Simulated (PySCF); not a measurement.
## Working out the ionisation energy of Pb

Pb [Xe] 4f14 5d10 6s2 6p2 (3P) → Pb⁺ [Xe] 4f14 5d10 6s2 6p1 (2P). All numbers are calculated (PySCF 2.14, scalar relativity through the core potential, in def2-TZVP with the def2 core potential (60 electrons)). Frozen: 5s2 5p6 5d10. Energies in hartree (1 hartree = 27.21139 eV):

| part | Pb (lower) | Pb⁺ (upper) |
| --- | --- | --- |
| UHF | -191.835522 | -191.594130 |
| CCSD correlation | -0.046854 | -0.036209 |
| (T) | -0.001040 | -0.000414 |

Question: What does Hartree-Fock give?

Answer: (-191.594130) − (-191.835522) = 0.241392 hartree = 6.569 eV.

Question: What do CCSD and CCSD(T) give?

Answer: The CCSD correlation energies differ by 0.010645 hartree = 0.290 eV and the triples by 0.000626 hartree = 0.017 eV, so CCSD gives 6.859 eV and CCSD(T) 6.876 eV.

Reference: 7.417 eV (measured; NIST Atomic Spectra Database, ionization energies), between the lowest levels; spin-orbit coupling is absent from the calculation.

What remains against the reference includes basis incompleteness, the frozen core and higher excitations.
